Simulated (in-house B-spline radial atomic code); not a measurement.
Response of Ag II (Ag+) as one setting changes: the share of exact exchange in a PBE hybrid. A dash marks a strongly mixed or unbound state. Computed with a B-spline radial code for spherical atoms: linear response of the closed shell [Kr] 4d10 with the functional's adiabatic kernel; scalar-relativistic (spin-free one-electron X2C), finite nucleus, no spin-orbit coupling, no double excitations, S, P, D and F terms only; shells from n = 2 respond. Only terms of natural parity with L up to 3 were computed.

```json
{"share of exact exchange in a PBE hybrid": "0", "lowest 1P (eV)": "4d → 5p 9.845", "lowest 3P, Tamm-Dancoff (eV)": "4d → 5p 8.948", "minus highest occupied level (eV)": "15.637", "α (bohr³)": "10.77"}
{"share of exact exchange in a PBE hybrid": "0.1", "lowest 1P (eV)": "4d → 5p 10.109", "lowest 3P, Tamm-Dancoff (eV)": "4d → 5p 9.196", "minus highest occupied level (eV)": "16.359", "α (bohr³)": "10.47"}
{"share of exact exchange in a PBE hybrid": "0.2", "lowest 1P (eV)": "4d → 5p 10.375", "lowest 3P, Tamm-Dancoff (eV)": "4d → 5p 9.444", "minus highest occupied level (eV)": "17.088", "α (bohr³)": "10.19"}
{"share of exact exchange in a PBE hybrid": "0.3", "lowest 1P (eV)": "4d → 5p 10.642", "lowest 3P, Tamm-Dancoff (eV)": "4d → 5p 9.694", "minus highest occupied level (eV)": "17.825", "α (bohr³)": "9.92"}
{"share of exact exchange in a PBE hybrid": "0.4", "lowest 1P (eV)": "4d → 5p 10.910", "lowest 3P, Tamm-Dancoff (eV)": "4d → 5p 9.945", "minus highest occupied level (eV)": "18.569", "α (bohr³)": "9.666"}
{"share of exact exchange in a PBE hybrid": "0.5", "lowest 1P (eV)": "?", "lowest 3P, Tamm-Dancoff (eV)": "?", "minus highest occupied level (eV)": "?", "α (bohr³)": "?"}
{"share of exact exchange in a PBE hybrid": "0.6", "lowest 1P (eV)": "4d → 5p 11.449", "lowest 3P, Tamm-Dancoff (eV)": "4d → 5p 10.451", "minus highest occupied level (eV)": "20.077", "α (bohr³)": "9.195"}
{"share of exact exchange in a PBE hybrid": "0.7", "lowest 1P (eV)": "4d → 5p 11.721", "lowest 3P, Tamm-Dancoff (eV)": "4d → 5p 10.705", "minus highest occupied level (eV)": "20.841", "α (bohr³)": "8.977"}
{"share of exact exchange in a PBE hybrid": "0.8", "lowest 1P (eV)": "4d → 5p 11.994", "lowest 3P, Tamm-Dancoff (eV)": "4d → 5p 10.961", "minus highest occupied level (eV)": "21.612", "α (bohr³)": "8.769"}
{"share of exact exchange in a PBE hybrid": "0.9", "lowest 1P (eV)": "?", "lowest 3P, Tamm-Dancoff (eV)": "?", "minus highest occupied level (eV)": "?", "α (bohr³)": "?"}
{"share of exact exchange in a PBE hybrid": "1", "lowest 1P (eV)": "4d → 5p 12.542", "lowest 3P, Tamm-Dancoff (eV)": "4d → 5p 11.476", "minus highest occupied level (eV)": "23.172", "α (bohr³)": "8.381"}
```

(1) What belongs in the row for 0.5?

(2) What belongs in the row for 0.9?

## Answers

(1) lowest 1P (eV): 4d → 5p 11.179; lowest 3P, Tamm-Dancoff (eV): 4d → 5p 10.197; minus highest occupied level (eV): 19.319; α (bohr³): 9.425.

(2) lowest 1P (eV): 4d → 5p 12.267; lowest 3P, Tamm-Dancoff (eV): 4d → 5p 11.218; minus highest occupied level (eV): 22.389; α (bohr³): 8.571.
